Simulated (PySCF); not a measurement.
Planning a geometry optimisation on `CCCC[Se][Si](Cl)(Cl)Cl` (SiCl3(SeBu)).

Method: PBE0-D3(BJ)/def2-SVP geometry optimisation, gas phase (PySCF 2.14.0). Work: geometry optimisation from a GFN2-xTB start shaken at random, density fitting. A driver script takes a list of jobs; this job's settings line and coordinates (Å) are shown.

Input:
```
{"job": {"xc": "PBE0", "basis": "def2-SVP", "d3": "d3bj", "grid": 1, "maxiter": 30, "shake": 0.01, "kind": "geom"}, "charge": 0, "multiplicity": 1}
C     -2.232430    -1.085310    -0.571640
C     -1.481590     0.048240     0.112340
C     -0.411310     0.625950    -0.798730
C      0.520550     1.652350    -0.096620
Se     1.490050     0.935100     1.457910
Si     2.731670    -0.664090     0.447520
Cl     1.703160    -2.373180     0.082790
Cl     4.277410    -1.109530     1.688460
Cl     3.454170    -0.004420    -1.309270
H     -1.590810    -1.882700    -0.827140
H     -3.038910    -1.447600     0.088390
H     -2.715070    -0.691870    -1.480120
H     -1.038520    -0.333220     1.010910
H     -2.174620     0.853820     0.421620
H      0.220310    -0.195250    -1.180640
H     -0.858070     1.138540    -1.638230
H      1.233750     2.072490    -0.777310
H     -0.117270     2.472640     0.324980
```

Hardware: one thread of an Arm Neoverse V2, no GPU, on a shared host. PySCF's memory limit was set to 2320 MB.

The basis has 205 functions.

**Question.** How long does the run take?

**Answer.** About 3.1 min. The run took 6 energy-and-gradient evaluations and 42 SCF cycles, 31 s an evaluation on average.

**Question.** Estimate the peak memory.

**Answer.** About 1.3 GiB. Peak memory is the resident size of the whole Python process, interpreter and libraries included.

**Question.** At this speed, how long would 1000 such jobs take on 96 cores, one job a core?

**Answer.** 1000/96 gives 11 rounds of 3.1 min, about 34 min of wall time and 52 core-hours, if the jobs don't slow each other.

The output:
```
step   0  E = -4227.72267013  max force = 0.034427
step   1  E = -4227.72893950  max force = 0.007848
step   2  E = -4227.72948750  max force = 0.004139
step   3  E = -4227.72954801  max force = 0.001179
step   4  E = -4227.72961132  max force = 0.000527
step   5  E = -4227.72961100  max force = 0.000169
optimisation converged
```

Energies in Eh; «max force» is the largest Cartesian gradient component in Eh/bohr.

Other jobs ran on the host; a repeat could differ by tens of per cent or more.
